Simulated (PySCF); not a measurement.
**Simulated absorption spectrum**

Compound: C4H12N2Si.
Numbering: `[NH2:1][SiH2:2][NH:3][CH:4]1[CH2:5][CH2:6][CH2:7]1` (hydrogens: H8, H9 on N1; H10, H11 on Si2; H12 on N3; H13 on C4; H14, H15 on C5; H16, H17 on C6; H18, H19 on C7)

Computed with PySCF 2.14.0, density-fitted response routines, TDDFT wB97X-D/def2-SVPD, vertical, gas phase, core orbitals frozen in the response. The structure is a single GFN2-xTB conformer in the gas phase; no vibrational or solvent corrections. Torsions of this conformer, `[NH2:1][SiH2:2][NH:3][CH:4]1[CH2:5][CH2:6][CH2:7]1`: N1–Si2–N3–C4 -171°, Si2–N3–C4–C5 -93°, H–N1–Si2–N3 56°, H–N1–Si2–N3 -82°.

Each state is given a Gaussian of 0.4 eV full width at half maximum, with ε(max) = 2.175×10⁸ f / Δν̃ (Δν̃ the width in cm⁻¹). The width is an assumption, not a result. The curve ends short of the highest state used, and states not computed would add to its high-energy end.

```csv
E (eV),ε (L mol⁻¹ cm⁻¹)
5.71,1
5.79,6
5.87,23
5.95,73
6.03,184
6.11,382
6.19,663
6.27,980
6.34,1236
6.42,1476
6.50,1699
6.58,2019
6.66,2517
6.74,3084
6.82,3404
6.90,3222
6.98,2598
7.06,1850
7.14,1276
7.22,1006
7.29,1067
7.37,1538
7.45,2414
7.53,3414
```

Q: Locate the maxima and give the states behind the curve.

A: 181 nm (6.83 eV), ε about 3400, made up of S3 (93%) (ε in L mol⁻¹ cm⁻¹; maxima over ε = 5, shares over 10%). At its high-energy end, 7.53 eV, the curve is still rising (ε about 3400, from S6). The states used: S1 6.31 eV (f 0.0099); S2 6.52 eV (f 0.014); S3 6.84 eV (f 0.047); S4 7.17 eV (f 0.0077); S5 7.51 eV (f 0.0036); S6 7.64 eV (f 0.057); S7 7.84 eV (f 0.0010); S8 8.13 eV (f 0.018).

Q: What would ε be at 6.83 eV, the highest of these maxima, with half the width (0.2 eV)?

A: About 6270 L mol⁻¹ cm⁻¹ against 3410, a factor of about 1.8; a lone state at its own centre would give exactly 2.

Q: On this curve, what absorbance would a 10⁻⁴ mol/L sample give at 193 nm over a 1 cm path?

A: 193 nm is 6.424 eV, where ε is about 1500 L mol⁻¹ cm⁻¹, so A = ε c l ≈ 0.15 (Beer–Lambert, with the gas-phase spectrum and the assumed width).

Q: Coming from long wavelengths, where does ε first pass 100 L mol⁻¹ cm⁻¹?

A: At about 207 nm (5.98 eV), 0.34 eV below S1.
